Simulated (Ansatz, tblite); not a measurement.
Isomers of Au₅Se₂⁺ (singlet), found by a short tight-binding search and relaxed with PBE0-D4/def2-SVP in Ansatz.

In the def2 sets Au takes a core potential; there is no spin–orbit coupling. The xTB rows come from tblite. HSE06 is defined as in plane-wave codes, on full-range PBE exchange. Correlated methods freeze 18 core orbitals; core or outer-core shells of Au, Se are correlated, in sets that lack core-valence functions.

Other spin states weren't relaxed.

A:

```xyz
7

Au   -2.787   -1.912    0.991
Au    0.001   -0.042   -0.007
Au    2.780    1.954   -0.798
Au   -2.853    1.496    1.345
Au    2.857   -1.396   -1.516
Se   -2.407   -0.032   -0.442
Se    2.409   -0.069    0.426
```

B:

```xyz
7

Au    0.162   -3.568   -0.159
Au   -0.238   -0.107   -0.496
Au   -1.230    2.172    2.047
Au    2.679   -1.514    0.973
Au   -0.807    3.275   -1.186
Se   -2.025    1.516   -0.111
Se    1.458   -1.773   -1.067
```

C:

```xyz
7

Au    2.3268   -2.4481    0.1430
Au   -3.1133   -1.0099    0.8485
Au   -2.8885    1.8761   -0.9867
Au    3.4911    0.7743    0.2267
Au    0.0547    0.2398   -0.0685
Se    2.0784   -0.5014   -1.2256
Se   -1.9492    1.0694    1.0626
```

D:

Cartesian coordinates in Å:
```
Au -0.777 0.206 -0.076
Au 1.499 2.933 -0.103
Au 1.235 0.955 -2.909
Au 0.043 -1.292 3.039
Au -0.160 -3.282 0.236
Se -0.283 2.138 -1.487
Se -1.557 -1.657 1.299
```

Q: Estimate their order by electronic energy at RPA@PBE/def2-TZVP, counted from the lowest.

A: A (0.0) < C (0.2) < B (0.6) < D (1.4), in kcal/mol. Gaps under about 2 kJ/mol are ties within the noise of geometry and basis.

Q: Do the other levels pick the same lowest one?

A: All that were run do. Energies above each level's lowest (kcal/mol):

| level | A | B | C | D |
| --- | --- | --- | --- | --- |
| GFN1-xTB | 0.0 | 0.7 | 0.0 | 1.3 |
| GFN2-xTB | 0.0 | 0.6 | 0.2 | 1.4 |
| HF/def2-TZVP | 0.0 | 1.2 | 0.4 | 2.6 |
| LDA (SPW92)/def2-TZVP | 0.0 | 0.3 | 0.0 | 0.8 |
| PBE-D4/def2-SVP | 0.0 | 0.2 | 0.0 | 0.4 |
| PBE-D4/def2-TZVP | 0.0 | 0.2 | 0.0 | 0.6 |
| r2SCAN-D4/def2-TZVP | 0.0 | 0.4 | 0.1 | 1.0 |
| PBE0-D4/def2-SVP | 0.0 | 0.5 | 0.1 | 1.1 |
| PBE0-D4/def2-TZVP | 0.0 | 0.5 | 0.1 | 1.2 |
| r2SCAN0-D4/def2-TZVP | 0.0 | 0.6 | 0.1 | 1.4 |
| HSE06-D4/def2-TZVP | 0.0 | 0.5 | 0.1 | 1.1 |
| RPA@PBE/def2-TZVP | 0.0 | 0.6 | 0.2 | 1.4 |
| MP2/def2-TZVP | 0.0 | 0.4 | 0.1 | 1.0 |
Point groups (tolerance 0.1 Å): A C2, B C2, C C2, D not assigned. A and B have the same bonds, so they are conformers or stereoisomers. A and C have the same bonds, so they are conformers or stereoisomers. A and D have the same bonds, so they are conformers or stereoisomers. B and C have the same bonds, so they are conformers or stereoisomers. B and D have the same bonds, so they are conformers or stereoisomers. C and D have the same bonds, so they are conformers or stereoisomers. Lower isomers may exist.
